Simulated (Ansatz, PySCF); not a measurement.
OS (SMILES O=S), triplet, geometry from GFN2-xTB. Base run: PBE0/def2-TZVP in PySCF.

PySCF was given this input:
```python
from pyscf import gto, scf, dft

mol = gto.M(
    atom='''
O    -0.00000000   -0.00000000   -0.97800273
S     0.00000000    0.00000000    0.48900137
''',
    basis='def2-tzvp',
    spin=2,
    verbose=4,
)

mf = dft.UKS(mol)
mf.xc = 'pbe0'
mf.kernel()
```

The same geometry, method and basis name were run in Ansatz (a program for electronic structure) and PySCF, at each program's defaults and at the settings that a row names. The base is PySCF at its defaults. Differences at the defaults can come from grids, fitting, cores and function types together.

| code and settings | ΔE vs base (mEh) | basis functions | E (Eh) | SCF cycles | dipole (D) |
|---|---|---|---|---|---|
| PySCF, defaults (exact integrals, its default grid, spherical functions) | 0.000 | 68 | -473.19329 | 10 | 1.54 |
| Ansatz, defaults (factorised integrals, its default grid, spherical functions) | 0.005 | 68 | -473.19329 | - | - |
| PySCF, density fitting with def2-universal-jkfit | 0.010 | 68 | -473.19328 | 10 | 1.54 |
| PySCF, fine grid | 0.000 | 68 | -473.19329 | 10 | 1.54 |
| Ansatz, high accuracy | 0.000 | 68 | -473.19329 | - | - |

Open shells are given as the SCF converged; they aren't shown to be the lowest states, and a large step between rows can be another state.
